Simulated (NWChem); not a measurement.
All runs are NWChem calculations. System: thionyl fluoride (F$_{2}$OS), charge 0, spin multiplicity 1, at a geometry optimised with PBE0/def2-SVP. Level: RHF/def2-TZVP.

Output (cleaned and shortened):

```
             Northwest Computational Chemistry Package (NWChem) 7.3.0
             --------------------------------------------------------

                                NWChem Input Module
                                -------------------

 Scaling coordinates for geometry "geometry" by  1.889725989
 (inverse scale =  0.529177249)

 Turning off AUTOSYM since
 SYMMETRY directive was detected!

                             Geometry "geometry" -> ""
                             -------------------------

 Output coordinates in angstroms (scale by  1.889725989 to convert to a.u.)

  No.       Tag          Charge          X              Y              Z
 ---- ---------------- ---------- -------------- -------------- --------------
    1 O                    8.0000    -1.39174500    -0.32965300     0.00000000
    2 S                   16.0000    -0.16035800     0.41119400     0.00000000
    3 F                    9.0000     0.76109400    -0.21899300     1.16896400
    4 F                    9.0000     0.76109400    -0.21899300    -1.16896400

 Effective nuclear repulsion energy (a.u.)     190.8287848976

            Nuclear Dipole moment (a.u.)
            ----------------------------
        X                 Y               Z
 ---------------- ---------------- ----------------
     0.0000075589     0.0000113384     0.0000000000

      Symmetry information
      --------------------

 Group name             Cs
 Group number              2
 Group order               2
 No. of unique centers     3

      Symmetry unique atoms

     1    2    3


 Summary of "ao basis" -> "" (spherical)
 ------------------------------------------------------------------------------
       Tag                 Description            Shells   Functions and Types
 ---------------- ------------------------------  ------  ---------------------
 *                         def2-tzvp                  on all atoms

 Summary of "ao basis" -> "ao basis" (spherical)
 ------------------------------------------------------------------------------
       Tag                 Description            Shells   Functions and Types
 ---------------- ------------------------------  ------  ---------------------
 O                         def2-tzvp                11       31   5s3p2d1f
 S                         def2-tzvp                13       37   5s5p2d1f
 F                         def2-tzvp                11       31   5s3p2d1f

                                 NWChem SCF Module
                                 -----------------

  ao basis        = "ao basis"
  functions       =   130
  atoms           =     4
  closed shells   =    21
  open shells     =     0
  charge          =   0.00
  wavefunction    = RHF
  use symmetry    = T
  symmetry adapt  = T

 Summary of "ao basis" -> "ao basis" (spherical)
 ------------------------------------------------------------------------------
       Tag                 Description            Shells   Functions and Types
 ---------------- ------------------------------  ------  ---------------------
 O                         def2-tzvp                11       31   5s3p2d1f
 S                         def2-tzvp                13       37   5s5p2d1f
 F                         def2-tzvp                11       31   5s3p2d1f

      Symmetry analysis of basis
      --------------------------

        a'         77
        a"         53

 Forming initial guess at       0.1s

      Superposition of Atomic Density Guess
      -------------------------------------

 Sum of atomic energies:        -671.09996532

      Non-variational initial energy
      ------------------------------

 Total energy =    -671.951441
 1-e energy   =   -1311.495910
 2-e energy   =     448.715684
 HOMO         =      -0.352341
 LUMO         =       0.015436

      Symmetry analysis of molecular orbitals - initial
      -------------------------------------------------

  Numbering of irreducible representations:

     1 a'          2 a"

  Orbital symmetries:

     1 a'          2 a'          3 a"          4 a'          5 a'
     6 a'          7 a"          8 a'          9 a'         10 a"
    11 a'         12 a'         13 a"         14 a'         15 a'
    16 a'         17 a"         18 a"         19 a'         20 a"
    21 a'         22 a"         23 a'         24 a'         25 a'
    26 a"         27 a'         28 a'         29 a'         30 a'
    31 a"

 Starting SCF solution at       1.6s

 ----------------------------------------------
         Quadratically convergent ROHF

 Convergence threshold     :          1.000E-07
 Maximum no. of iterations :          100
 Final Fock-matrix accuracy:          1.000E-09
 ----------------------------------------------

              iter       energy          gnorm     gmax       time
             ----- ------------------- --------- --------- --------
                 1     -671.2297239629  1.68D+00  2.89D-01      1.7
                 2     -671.3590120496  3.53D-01  6.51D-02      2.0
                 3     -671.3691979782  1.46D-02  4.59D-03      2.5
                 4     -671.3692288997  1.13D-04  3.20D-05      3.3
                 5     -671.3692289018  4.56D-09  1.19D-09      4.6

       Final RHF  results
       ------------------

         Total SCF energy =   -671.369228901782
      One-electron energy =  -1309.700187385155
      Two-electron energy =    447.502173585759
 Nuclear repulsion energy =    190.828784897614

        Time for solution =      3.0s

       Symmetry analysis of molecular orbitals - final
       -----------------------------------------------

  Numbering of irreducible representations:

     1 a'          2 a"

  Orbital symmetries:

     1 a'          2 a"          3 a'          4 a'          5 a'
     6 a"          7 a'          8 a'          9 a'         10 a"
    11 a'         12 a'         13 a"         14 a'         15 a'
    16 a"         17 a'         18 a"         19 a'         20 a"
    21 a'         22 a"         23 a'         24 a'         25 a'
    26 a"         27 a'         28 a'         29 a'         30 a'
    31 a"

             Final eigenvalues
             -----------------

              1
    1  -92.2379
    2  -26.3612
    3  -26.3611
    4  -20.6145
    5   -9.2113
    6   -6.8929
    7   -6.8925
    8   -6.8898
    9   -1.6948
   10   -1.6420
   11   -1.4476
   12   -0.9795
   13   -0.8079
   14   -0.7840
   15   -0.7623
   16   -0.7139
   17   -0.7042
   18   -0.6806
   19   -0.6070
   20   -0.5602
   21   -0.5025
   22    0.0933
   23    0.1393
   24    0.2140
   25    0.3471
   26    0.3636
   27    0.3987
   28    0.4814
   29    0.5283
   30    0.5640
   31    0.5746

                       ROHF Final Molecular Orbital Analysis
                       -------------------------------------

 Vector   19  Occ=2.000000D+00  E=-6.069833D-01  Symmetry=a'
              MO Center= -6.7D-01, -1.5D-02,  1.4D-14, r^2= 2.0D+00
   Bfn.  Coefficient  Atom+Function         Bfn.  Coefficient  Atom+Function
  ----- ------------  ---------------      ----- ------------  ---------------
     6      0.303594  1 O  px                 9      0.275233  1 O  px
    47     -0.259238  2 S  py                36     -0.181024  2 S  s
    75      0.162032  3 F  py               106      0.162032  4 F  py

 Vector   20  Occ=2.000000D+00  E=-5.602364D-01  Symmetry=a"
              MO Center= -9.8D-01, -2.2D-01, -5.9D-14, r^2= 1.4D+00
   Bfn.  Coefficient  Atom+Function         Bfn.  Coefficient  Atom+Function
  ----- ------------  ---------------      ----- ------------  ---------------
     8      0.396711  1 O  pz                11      0.366849  1 O  pz
    14      0.219708  1 O  pz

 Vector   21  Occ=2.000000D+00  E=-5.024972D-01  Symmetry=a'
              MO Center= -4.9D-01,  1.8D-01,  2.2D-15, r^2= 2.0D+00
   Bfn.  Coefficient  Atom+Function         Bfn.  Coefficient  Atom+Function
  ----- ------------  ---------------      ----- ------------  ---------------
    36      0.400363  2 S  s                  7     -0.320561  1 O  py
    10     -0.293254  1 O  py                35      0.255233  2 S  s
    47      0.249288  2 S  py                13     -0.210474  1 O  py
    34     -0.172145  2 S  s

 Vector   22  Occ=0.000000D+00  E= 9.330733D-02  Symmetry=a"
              MO Center= -2.9D-01,  5.9D-01, -7.1D-14, r^2= 2.4D+00
   Bfn.  Coefficient  Atom+Function         Bfn.  Coefficient  Atom+Function
  ----- ------------  ---------------      ----- ------------  ---------------
    51      1.015496  2 S  pz                48      0.470589  2 S  pz
    73     -0.455945  3 F  s                104      0.455945  4 F  s
    14     -0.372820  1 O  pz                80      0.192513  3 F  px
   111     -0.192513  4 F  px                 8     -0.186919  1 O  pz
    45      0.186042  2 S  pz                11     -0.154368  1 O  pz

 Vector   23  Occ=0.000000D+00  E= 1.393038D-01  Symmetry=a'
              MO Center= -4.9D-02,  6.7D-01, -2.4D-15, r^2= 2.8D+00
   Bfn.  Coefficient  Atom+Function         Bfn.  Coefficient  Atom+Function
  ----- ------------  ---------------      ----- ------------  ---------------
    49      1.441218  2 S  px                 5      0.976011  1 O  s
    73     -0.534251  3 F  s                104     -0.534251  4 F  s
    46      0.494180  2 S  px                13      0.403962  1 O  py
    82      0.276189  3 F  pz               113     -0.276189  4 F  pz
    35      0.168493  2 S  s                 10      0.159384  1 O  py

 Vector   24  Occ=0.000000D+00  E= 2.139644D-01  Symmetry=a'
              MO Center= -1.6D-02,  4.6D-01,  6.5D-15, r^2= 3.9D+00
   Bfn.  Coefficient  Atom+Function         Bfn.  Coefficient  Atom+Function
  ----- ------------  ---------------      ----- ------------  ---------------
    36      2.455260  2 S  s                  5     -1.970078  1 O  s
    50     -1.624086  2 S  py                12     -0.894685  1 O  px
    49     -0.824260  2 S  px                73     -0.496758  3 F  s
   104     -0.496758  4 F  s                 80      0.308322  3 F  px
   111      0.308322  4 F  px                82      0.281611  3 F  pz

 center of mass
 --------------
 x =   0.03366280 y =  -0.00982808 z =   0.00000000

 moments of inertia (a.u.)
 ------------------
         217.426779049942           3.910155614166           0.000000000000
           3.910155614166         377.490812233942           0.000000000000
           0.000000000000           0.000000000000         224.085796268905

  Mulliken analysis of the total density
  --------------------------------------

    Atom       Charge   Shell Charges
 -----------   ------   -------------------------------------------------------
    1 O    8     8.49   0.79  1.18  0.59  0.96  0.34  1.80  2.01  0.78  0.00  0.04  0.00
    2 S   16    14.94   2.01  0.49  1.48  1.12  0.65  4.16  1.70  0.76  1.53  0.26  0.25  0.43  0.11
    3 F    9     9.29   0.77  1.20  0.60  1.03  0.33  2.22  2.28  0.85  0.00  0.01  0.00
    4 F    9     9.29   0.77  1.20  0.60  1.03  0.33  2.22  2.28  0.85  0.00  0.01  0.00

       Multipole analysis of the density wrt the origin
       ------------------------------------------------

     L   x y z        total         open         nuclear
     -   - - -        -----         ----         -------
     0   0 0 0     -0.000000      0.000000     42.000000

     1   1 0 0      0.237965      0.000000      0.000008
     1   0 1 0      0.819756      0.000000      0.000011
     1   0 0 1      0.000000      0.000000      0.000000

     2   2 0 0    -22.844331      0.000000     94.039770
     2   1 1 0     -0.689869      0.000000     -1.374164
     2   1 0 1     -0.000000      0.000000      0.000000
     2   0 2 0    -19.585423      0.000000     15.848025
     2   0 1 1      0.000000      0.000000      0.000000
     2   0 0 2    -20.871641      0.000000     87.835980

 Task  times  cpu:        4.7s     wall:        4.7s

 Total times  cpu:        4.7s     wall:        4.7s
```

Question: Write an NWChem input that would produce this output.

Answer: This is not unique; one that fits is 
```
start mol
memory heap 200 mb stack 900 mb global 1100 mb
geometry units angstroms nocenter noautoz
  O     -1.391745    -0.329653     0.000000
  S     -0.160358     0.411194     0.000000
  F      0.761094    -0.218993     1.168964
  F      0.761094    -0.218993    -1.168964
  symmetry group Cs
end
basis spherical
  * library def2-tzvp
end
scf
  rhf
  nopen 0
  maxiter 100
  thresh 1e-7
  semidirect memsize 60000000 filesize 0
end
task scf energy
```
